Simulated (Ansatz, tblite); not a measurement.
Isomers of Zr$_{3}$O$_{6}$⁻ (doublet), found by a short tight-binding search and relaxed with PBE-D4/def2-SVP in Ansatz.

In the def2 sets Zr takes a core potential; there is no spin–orbit coupling. The xTB rows come from tblite.

A: It holds 1 O–O bond.

Other spin states were run for one of them alone.

A:

| atom | x (Å) | y (Å) | z (Å) |
| --- | --- | --- | --- |
| Zr1 | -0.1126 | -1.2615 | -0.3704 |
| Zr2 | -0.5660 | 0.9717 | 2.1111 |
| Zr3 | -1.0800 | 1.9141 | -0.9452 |
| O4 | 0.9807 | 1.4783 | 2.8278 |
| O5 | 0.2208 | 2.8737 | -1.6866 |
| O6 | 1.6389 | -2.0294 | -0.9000 |
| O7 | -0.5499 | -0.9320 | 1.5433 |
| O8 | -1.0675 | 0.0228 | -1.5537 |
| O9 | 0.5356 | -3.0378 | -1.0263 |

B:

Cartesian coordinates in Å:
```
Zr -0.5211 -1.4258 1.3642
Zr 0.9717 -0.6055 -1.6870
Zr 0.3697 1.8838 0.6855
O 0.6992 1.3193 -1.2073
O -0.0383 3.6138 0.9513
O -1.6947 -2.5028 2.1964
O 1.0735 -0.9926 -3.4391
O -0.7167 0.5389 1.6962
O -0.1433 -1.8292 -0.5601
```

Task: Estimate which lies lowest at each level, and how far above it the others are (kJ/mol).

Result: 
| level | A | B |
| --- | --- | --- |
| GFN1-xTB | 403.6 | 0.0 |
| GFN2-xTB | 181.6 | 0.0 |
| PBE-D4/def2-TZVPD | 481.4 | 0.0 |
| r2SCAN-D4/def2-TZVPD | 516.1 | 0.0 |
| PBE0-D4/def2-TZVPD | 504.3 | 0.0 |
Point groups (tolerance 0.1 Å): A Cs, B C3v. Lower isomers may exist.
